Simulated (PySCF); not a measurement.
Spectroscopy problems

PySCF calculation with PBE0/pcSseg-1 with gauge-including orbitals, B3LYP/pcJ-1 coupling constants (spin–dipole term left out of most H,H and C,H couplings) and coordinates at the GFN2-xTB level; non-relativistic, averaged over atoms made equivalent by symmetry, fast rotation or ring inversion, a single conformation, in vacuum.

δ = σ(ref) − σ, references computed at the same level: TMS for ¹H (σ = 31.72 ppm) and ¹³C (σ = 186.93 ppm). Multiplet labels drop J under 1 Hz and among equivalent protons, and merge close values. Unscaled 3J(H,H) run several per cent high. Where no couplings were computed, multiplicities follow the n + 1 count of equivalent neighbours, and m marks all less simple cases (inequivalent or close neighbours, rings, F or P nearby). Acid and N–H amide carbonyl carbons lie up to 10 ppm further downfield in solution (hydrogen bonding). Shifts are as computed. Against solution values, carbons near 30 ppm lie about +3 ppm off and those near 130 ppm about +5 ppm. Of 1211 compounds with measured shifts, 218 miss one by over three times the rms of a fit or turn the order of signals round; such compounds aren't used in these exercises. Groups on amide-type nitrogens are kept apart (slow C–N rotation). OH and NH positions are gas-phase values without hydrogen bonding to other molecules.

Question: C9H12Si. ¹H NMR (300 MHz, computed): δ 6.24 (m, 1H), 4.83 (m, 1H), 4.49 (m, 1H), 2.27 (m, 1H), 1.58 (m, 1H), 1.25 (d, 3H), 0.91 (m, 1H), 0.90 (m, 1H), 0.79 (m, 1H), 0.73 (m, 1H). ¹³C{¹H} NMR (computed): δ 160.1, 142.9, 112.1, 79.3, 35.5, 19.4, 12.8, 12.4, 3.6. Give a structure.

Answer: `C[C@@H]1[SiH2]C=C1C#CC1CC1`. Rings plus π bonds: 5 (2 rings in the answer). 9 carbon signals for 9 carbons: no two carbons are equivalent. Carbon types of the structure: 3 × C, 3 × CH, 2 × CH2, 1 × CH3, leaving 2 H on heteroatoms. δC 160.1: fully substituted alkene carbon; an sp2 carbon of a C=C bond. δC 142.9: alkene CH; the olefinic region. δC 112.1, 79.3: alkyne carbon. δH 2.27: hydrogen on an allylic sp3 CH bonded to Si; allylic position.

This is the structure that produced the data.

Question: C3H5NO. ¹H NMR (400 MHz, computed): δ 6.93 (m, 1H), 6.08 (m, 1H), 5.96 (m, 1H), 4.78 (br, 1H), 4.57 (br, 1H). ¹³C{¹H} NMR (computed): δ 165.3 (C), 138.4 (CH2), 135.1 (CH). Give a structure.

Answer: acrylamide. Rings plus π bonds: 2 (no ring in the answer). 3 carbon signals for 3 carbons: no two carbons are equivalent. Carbon types of the structure: 1 × C, 1 × CH, 1 × CH2, leaving 2 H on heteroatoms. δC 165.3: amide carbonyl carbon; lone-pair donation from the attached heteroatom keeps it upfield of a ketone carbonyl. δC 138.4: β carbon of a C=C–C=O unit; conjugation with the carbonyl draws π density from the β position. δC 135.1: α carbon of a C=C–C=O unit; as expected for a trigonal carbon in a double bond. δH 6.93, 6.08: hydrogen on a β carbon of a C=C–C=O unit; attached to an sp2 carbon and in the plane of the double bond.

The shifts were computed for this structure.
